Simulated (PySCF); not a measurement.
## SMILES [H]/N=C/C[C@@H]1C[C@]12C[SiH2]2, C₆H₁₁NSi

Cartesian coordinates in Å; atom numbers follow the order of the lines, from 1:
```xyz
19

N    -3.2698    0.3571    1.2966
C    -2.0887   -0.0032    1.0807
C    -1.5048    0.0742   -0.2906
C    -0.1970    0.8384   -0.2673
C     0.7889    0.6693   -1.3929
C     1.0875    0.1163   -0.0422
C     1.3312   -1.3329    0.3495
Si    2.4760   -0.0718    1.1832
H    -3.5888    0.2779    2.2602
H    -1.3959   -0.3789    1.8491
H    -2.2264    0.5508   -0.9570
H    -1.3150   -0.9424   -0.6460
H    -0.2923    1.8349    0.1524
H     1.3297    1.5381   -1.7412
H     0.5406   -0.0289   -2.1811
H     0.5488   -1.8215    0.9169
H     1.7063   -1.9797   -0.4340
H     3.8466    0.0459    0.7206
H     2.2134    0.2658    2.5715
```

Method: TDDFT wB97X-D/def2-SVPD circular dichroism and optical rotation, one conformer, gas phase in PySCF. Geometry: GFN2-xTB.

The molecule is flexible and this is one conformer; a measurement averages over conformers.

Question: Draw the ECD and absorption spectra from the lowest 8 states, each a Gaussian of half-width 0.35 eV at 1/e height.

Answer: 
```tsv
E (eV)	λ (nm)	Δε (L mol⁻¹ cm⁻¹)	ε (L mol⁻¹ cm⁻¹)
4.78	259	+0.71	14
4.88	254	+1.49	29.2
4.98	249	+2.63	51.8
5.08	244	+3.96	78.3
5.18	239	+5.06	103
5.28	235	+5.48	123
5.38	230	+5.03	159
5.48	226	+3.85	282
5.58	222	+2.31	642
5.68	218	+0.68	1480
5.78	215	-0.96	3050
5.88	211	-2.68	5390
5.98	207	-4.38	8130
6.08	204	-5.69	10400
6.18	201	-6.18	11300
6.28	197	-5.66	10500
6.38	194	-4.39	8270
6.48	191	-2.96	5630
6.58	188	-2.00	3420
6.68	186	-2.00	2070
6.78	183	-3.18	1570
6.88	180	-5.55	1690
6.98	178	-8.69	2140
7.08	175	-11.66	2670
7.18	173	-13.30	3050
```
Δε uses R in velocity form, ε uses f in length form. Only the states computed contribute, so the short-wavelength end is incomplete.
